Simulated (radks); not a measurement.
Values are calculated unless marked as measured or tabulated.
Tm IV, configuration [Xe] 4f12 (the NIST ground configuration).

Level of theory: scalar-relativistic Kohn-Sham, LDA (Slater exchange, Perdew-Wang correlation), spin-polarised, spherical densities, finite nucleus; open shells are filled with parallel spins first (spin-orbit coupling, left out, can overturn this in heavy ions); Fermi nuclear charge, rms radius 5.2256 fm (a radial shooting solver on a logarithmic mesh with Libxc functionals).

Energy parts (eV):
part                      energy
total                 -368875.29
kinetic                400760.35
electron-nucleus      -904603.98
Hartree                142468.90
exchange-correlation    -7500.56

Orbitals (lengths in bohr, moments of r in powers of bohr):
| orbital | occ. | eigenvalue (eV) | <1/r> | <r^2> |
|---|---|---|---|---|
| 1s down | 1 | -59255.89 | 79.00 | 0.0005493 |
| 1s up | 1 | -59255.89 | 79.00 | 0.0005493 |
| 2s up | 1 | -10027.09 | 18.41 | 0.008527 |
| 2s down | 1 | -10027.05 | 18.41 | 0.008527 |
| 2p up | 3 | -8862.501 | 16.96 | 0.006949 |
| 2p down | 3 | -8862.468 | 16.96 | 0.006949 |
| 3s up | 1 | -2280.078 | 6.792 | 0.05593 |
| 3s down | 1 | -2279.133 | 6.793 | 0.05591 |
| 3p up | 3 | -1927.295 | 6.337 | 0.05635 |
| 3p down | 3 | -1926.354 | 6.339 | 0.05632 |
| 3d up | 5 | -1490.237 | 6.007 | 0.04692 |
| 3d down | 5 | -1489.504 | 6.008 | 0.04689 |
| 4s up | 1 | -476.5639 | 2.876 | 0.2798 |
| 4s down | 1 | -474.7086 | 2.876 | 0.2799 |
| 4p up | 3 | -360.4154 | 2.629 | 0.3174 |
| 4p down | 3 | -358.5978 | 2.628 | 0.3176 |
| 4d up | 5 | -205.9945 | 2.325 | 0.3775 |
| 4d down | 5 | -204.2286 | 2.324 | 0.3781 |
| 5s up | 1 | -84.5377 | 1.103 | 1.631 |
| 5s down | 1 | -83.7253 | 1.098 | 1.643 |
| 5p up | 3 | -56.8063 | 0.9274 | 2.243 |
| 5p down | 3 | -56.2119 | 0.9219 | 2.266 |
| 4f up | 7 | -36.8348 | 1.757 | 0.7210 |
| 4f down | 5 | -35.2662 | 1.744 | 0.7427 |
| 5d up | 0 | -25.3727 | 0.6233 | 4.796 |
| 5d down | 0 | -25.1242 | 0.6175 | 4.873 |
| 6s up | 0 | -23.9882 | 0.4437 | 9.289 |
| 6s down | 0 | -23.8782 | 0.4422 | 9.355 |

The highest occupied level is 4f down at -35.266 eV. Summed over all electrons, <r^2> = 32.78 bohr^2, which gives a Langevin (diamagnetic) susceptibility term of -26 x 10^-6 cm^3/mol.
